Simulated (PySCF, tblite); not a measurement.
Isomers of C6H3N2 (doublet state). Computed values, GFN2-xTB/tblite, gas phase, harmonic and unscaled. The method is semi-empirical: single wavenumbers can be off by several per cent or more. One conformer each. Open shells enter through the occupations alone, without spin polarisation, and single modes of such species can be off by tens of per cent.

Electronic energies: B3LYP/pcH-1 single points on the GFN2-xTB geometries (PySCF, gas phase).

| SMILES | electronic energy, lowest = 0 (kJ/mol) |
| --- | --- |
| C#C/C=N\C=[C]\C#N | 115.6 |
| C#C/[C]=N/C=C/C#N | 57.4 |
| C=C1[C](C#N)[C@@H]1C#N | 0.0 |

How do GFN2-xTB zero-point energies change the relative energies?

| SMILES | ZPE (kJ/mol) | of it from modes above 1550 cm⁻¹ | electronic (kJ/mol) | with ZPE, lowest = 0 (kJ/mol) | lowest mode (cm⁻¹) | rings |
| --- | --- | --- | --- | --- | --- | --- |
| C=C1[C](C#N)[C@@H]1C#N | 178.2 | 93.3 | 0.0 | 0.0 | 71 | 1 |
| C#C/[C]=N/C=C/C#N | 172.6 | 96.1 | 57.4 | 51.8 | 54 | 0 |
| C#C/C=N\C=[C]\C#N | 171.1 | 101.4 | 115.6 | 108.6 | 21 | 0 |

The zero-point energies span 7.1 kJ/mol, from `C#C/C=N\C=[C]\C#N` to `C=C1[C](C#N)[C@@H]1C#N`. The order is unchanged.

And how do the electronic energies of GFN2-xTB itself compare?

`C=C1[C](C#N)[C@@H]1C#N` 3.9; `C#C/[C]=N/C=C/C#N` 0.0; `C#C/C=N\C=[C]\C#N` 92.9 kJ/mol, lowest = 0. Against the energies above, taken from the same isomer `C=C1[C](C#N)[C@@H]1C#N`, the largest difference is 61.3 kJ/mol.
